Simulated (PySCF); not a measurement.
Cl2HOZr, SMILES [Zr+]([Cl])([Cl])[OH], charge +1, multiplicity 1.

Coordinates come from a B3LYP-D3(BJ)/def2-SVP optimisation. The multiplicity is an assumed one; other spin states were not compared. The isomer is the one that the SMILES or the coordinates give; other isomers of the formula were not compared. The def2 effective core potentials stand for the cores of Zr; spin–orbit coupling is left out. One conformer was computed; it need not be the lowest.

The numbers are results of TDDFT-PBE0/def2-SVPD (PySCF 2.14.0), not measurements.

Vertical excitations.  State labels are in the subgroup Cs.

Question: List the lowest excited states. (Estimate from the structure and the level; the computed values follow.)

Answer: 
```csv
state,symmetry,energy (eV),λ (nm),f,main pairs
S1,A",4.25,291,0.003,HOMO→LUMO 97 %
S2,A",4.63,268,0.015,HOMO−1→LUMO 95 %
S3,A',4.64,267,0.006,HOMO−2→LUMO 95 %
S4,A',4.85,256,0.000,HOMO→LUMO+1 94 %
S5,A',4.96,250,0.005,HOMO−3→LUMO 91 %
S6,A",5.20,238,0.000,"HOMO−2→LUMO+1 46 %, HOMO→LUMO+2 44 %"
S7,A",5.30,234,0.000,HOMO−4→LUMO 90 %
S8,A',5.39,230,0.014,HOMO−1→LUMO+1 80 %
S9,A",5.49,226,0.012,"HOMO−3→LUMO+1 43 %, HOMO→LUMO+2 32 %, HOMO−2→LUMO+1 16 %"
S10,A",5.57,223,0.003,"HOMO−1→LUMO+2 74 %, HOMO−3→LUMO+1 15 %"
T1,A",4.16,298,0,HOMO→LUMO 96 %
T2,A",4.40,282,0,HOMO−1→LUMO 90 %
T3,A',4.42,281,0,"HOMO−2→LUMO 73 %, HOMO−3→LUMO 14 %"
T4,A',4.60,269,0,"HOMO→LUMO+1 49 %, HOMO−3→LUMO 33 %, HOMO−2→LUMO 13 %"
```
Triplets are in the Tamm–Dancoff approximation, which puts them higher than full response would, so one can lie above its singlet here.
